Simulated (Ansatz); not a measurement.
The same ligand exchange along the group O, S, Se, Te.

Isolated molecules relaxed with PBE0-D4/def2-TZVP in Ansatz; ΔE leaves out vibrations. CBS: MP2 limit from def2 TZ/QZ plus the TZ coupled-cluster correction, frozen cores. This one scheme is used for every species. DFT in def2-TZVPP. Elements past krypton have def2 core potentials. For Se, Te outer-core shells are correlated without core-valence functions, which leaves a few kJ/mol of doubt a bond. Scalar relativity is left out up to krypton. One conformer a species, not always the lowest.

```
                                     reaction  ωB97X-V (eV)  PBE-D4 (eV)  ωB97M-V (eV)  CCSD(T)/CBS(def2) (eV)
     `O[SiH2]CCl` + HCl → `ClC[SiH2]Cl` + H₂O         -0.04        -0.11         -0.05                   -0.07
     `S[SiH2]CCl` + HCl → `ClC[SiH2]Cl` + H₂S         -0.42        -0.35         -0.43                   -0.40
`ClC[SiH2][SeH]` + HCl → `ClC[SiH2]Cl` + H₂Se         -0.39        -0.31         -0.39                   -0.34
`ClC[SiH2][TeH]` + HCl → `ClC[SiH2]Cl` + H₂Te         -0.42        -0.30         -0.42                   -0.33
```

Largest T1 diagnostic: 0.010, for `ClC[SiH2][TeH]`.
